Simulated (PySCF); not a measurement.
C2H10N2Si2, SMILES CN[Si@@H]1NC[SiH2]1.

Geometry optimised at PBE-D3(BJ)/def2-SVP. The structure was generated by enumeration; whether it is a known compound was not checked. One conformer was computed; it need not be the lowest.

The numbers are results of PBE-D3(BJ)/def2-SVP in PySCF, not measurements.

Frequencies are harmonic and unscaled.

Computed vibrational spectrum:
```csv
mode,ν (cm⁻¹),IR (km/mol),moving atoms (share of kinetic energy)
1,66,0.5,"C 33 %, H 30 %, N 24 %, Si 14 %"
2,94,1.0,"C 35 %, H 34 %, N 23 %"
3,122,1.7,"H 52 %, Si 25 %, N 20 %"
4,168,1.8,"H 51 %, N 22 %, Si 21 %"
5,179,0.2,"H 51 %, N 24 %, Si 19 %"
6,307,1.2,"C 33 %, H 29 %, N 28 %, Si 10 %"
7,350,10.4,"H 57 %, Si 19 %, N 19 %"
8,412,5.3,"Si 60 %, H 22 %, C 10 %, N 8 %"
9,447,22.4,"H 38 %, Si 34 %, N 21 %"
10,483,89.8,"H 84 %, N 9 %"
11,513,94.6,"H 71 %, Si 19 %"
12,558,32.3,H 94 %
13,632,18.3,"H 52 %, C 34 %, Si 12 %"
14,674,96.8,"H 66 %, C 16 %, Si 15 %"
15,696,69.6,"H 62 %, N 18 %, Si 14 %"
16,757,66.3,"Si 34 %, N 30 %, H 28 %"
17,809,43.0,"H 52 %, N 23 %, Si 16 %, C 9 %"
18,820,39.6,"H 56 %, Si 15 %, C 15 %, N 14 %"
19,847,128.2,"H 79 %, Si 14 %"
20,905,70.7,H 93 %
21,1034,26.2,"C 35 %, H 33 %, N 32 %"
22,1059,33.5,"H 81 %, C 12 %"
23,1100,0.5,"H 76 %, C 19 %"
24,1117,31.9,"H 69 %, C 23 %"
25,1135,23.6,"H 78 %, C 11 %, N 10 %"
26,1140,103.3,"N 36 %, H 33 %, C 30 %"
27,1287,34.4,"H 63 %, N 24 %, C 12 %"
28,1352,81.4,"H 65 %, N 24 %, C 10 %"
29,1393,23.7,"H 87 %, C 13 %"
30,1413,7.5,H 96 %
31,1432,2.7,H 92 %
32,1450,5.0,H 95 %
33,2097,182.0,H 97 %
34,2135,101.8,H 98 %
35,2147,119.2,H 96 %
36,2915,148.4,H 97 %
37,2924,63.2,H 95 %
38,2965,30.9,"H 90 %, C 10 %"
39,2973,46.0,"H 91 %, C 9 %"
40,3042,13.8,"H 91 %, C 9 %"
41,3477,2.3,H 93 %
42,3506,14.9,H 93 %
```
